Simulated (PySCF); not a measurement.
ethylenediamine (C2H8N2), SMILES NCCN.

The structure is a stationary point at r2SCAN-D4/def2-SVP. One conformer was computed; it need not be the lowest.

The numbers are results of r2SCAN-D4/def2-SVP run with PySCF, not measurements.

No scaling factor is applied to the harmonic values.

Computed vibrational spectrum:
| mode | ν (cm⁻¹) | IR (km/mol) | moving atoms (share of kinetic energy) |
|---|---|---|---|
| 1 | 148 | 2.0 | H 36 %, N 32 %, C 32 % |
| 2 | 243 | 28.3 | H 96 % |
| 3 | 244 | 29.1 | H 73 %, C 20 % |
| 4 | 313 | 40.9 | H 48 %, N 27 %, C 25 % |
| 5 | 488 | 5.8 | N 64 %, C 18 %, H 18 % |
| 6 | 806 | 20.0 | H 91 % |
| 7 | 829 | 218.8 | H 81 %, N 17 % |
| 8 | 852 | 52.0 | H 81 %, N 12 % |
| 9 | 960 | 5.3 | H 46 %, C 45 %, N 9 % |
| 10 | 1041 | 13.5 | H 80 %, C 15 % |
| 11 | 1104 | 28.7 | C 39 %, N 36 %, H 25 % |
| 12 | 1121 | 0.0 | C 38 %, H 38 %, N 24 % |
| 13 | 1173 | 5.7 | H 73 %, C 21 % |
| 14 | 1230 | 5.7 | H 63 %, C 32 % |
| 15 | 1316 | 7.6 | H 95 % |
| 16 | 1334 | 0.0 | H 75 %, C 17 %, N 9 % |
| 17 | 1373 | 16.8 | H 71 %, C 23 % |
| 18 | 1439 | 0.3 | H 57 %, C 40 % |
| 19 | 1484 | 0.0 | H 93 % |
| 20 | 1496 | 3.6 | H 92 %, C 8 % |
| 21 | 1635 | 27.2 | H 91 % |
| 22 | 1640 | 21.0 | H 91 % |
| 23 | 2892 | 163.4 | H 93 % |
| 24 | 2899 | 73.4 | H 93 % |
| 25 | 3071 | 17.0 | H 92 % |
| 26 | 3083 | 45.2 | H 91 %, C 9 % |
| 27 | 3493 | 1.9 | H 95 % |
| 28 | 3494 | 0.0 | H 95 % |
| 29 | 3581 | 0.2 | H 92 %, N 8 % |
| 30 | 3581 | 1.2 | H 92 %, N 8 % |
